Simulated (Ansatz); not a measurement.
Reaction (ligand exchange at a B–C bond): `N#CB(F)Cl` + HBr → `FB(Cl)Br` + `C#N`

Isolated molecules relaxed with PBE0-D4/def2-TZVP in Ansatz; ΔE leaves out vibrations. CCSD(T)/CBS is the MP2 limit (def2-TZVPP, def2-QZVPP) plus CCSD(T) − MP2 in def2-TZVPP, frozen cores. This one scheme is used for every species. DFT in def2-TZVPP. For Br outer-core shells are correlated without core-valence functions, which leaves a few kJ/mol of doubt a bond. Scalar relativity is left out up to krypton.

```tsv
level	ΔE (kcal/mol)	difference from CCSD(T)/CBS
BLYP-D4	-7.0	2.1
B97M-V	-7.1	2.0
PBE0-D4	-8.3	0.8
r2SCAN0-D4	-8.7	0.4
ωB97M-V	-8.4	0.7
BLYP	-6.4	2.7
PBE0	-8.1	1.0
r2SCAN0	-8.7	0.4
CCSD/def2-SVP	-6.9	2.2
CCSD/def2-TZVPP	-8.1	1.0
CCSD(T)/CBS	-9.1	0
```

Question: What do rigid-rotor, harmonic-oscillator terms from PBE0-D4/def2-TZVP frequencies (298.15 K, 1 bar) make of the CCSD(T)/CBS value? (Best estimate.)

Answer: Ansatz gave: ΔZPE = +1.6 kcal/mol, ΔH = -7.8 kcal/mol, ΔS = 0 J/(mol·K), ΔG = -7.8 kcal/mol.

Largest T1 diagnostic among the species: 0.014.

From BLYP to BHLYP (50 % exact exchange), in def2-TZVPP and without D4, ΔE moves by −1.0 kcal/mol. Leaving LDA and LC-ωPBE aside and taking each functional with its dispersion term where it has one, the values, not all of them listed here, spread over 1.8 kcal/mol, from PBE-QIDH to BLYP-D4.
